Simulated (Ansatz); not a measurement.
```xyz
12

C     1.0594   -0.3472    1.0734
C     0.9945    0.5679   -0.1417
B    -0.3449    0.6759   -0.9311
Al   -2.0851   -0.5076   -0.5987
H     0.7804   -1.3721    0.8089
H     2.0583   -0.3879    1.5156
H     0.3720   -0.0110    1.8549
H     1.7195    0.2418   -0.9097
H     1.3474    1.5799    0.1040
H    -0.3504    1.4915   -1.8204
H    -2.2929   -1.9163   -1.3210
H    -3.2583   -0.0151    0.3658
```

The species carries charge 0 and has multiplicity 1.

(1) List the PBE0/def2-TZVPP orbital energies in eV (Ansatz). (Estimate.)

Results:

(1) Computed: Occupied: -1527.35, -278.02, -277.90, -184.54, -113.26, -73.40, -73.17, -73.15, -21.40, -17.69, -13.42, -12.52, -11.88, -11.10, -10.31, -9.94, -8.92, -8.26, -7.01. Lowest empty: -1.75, -1.44, 1.14, 1.43, 1.71, 2.14, 2.43, 2.82.
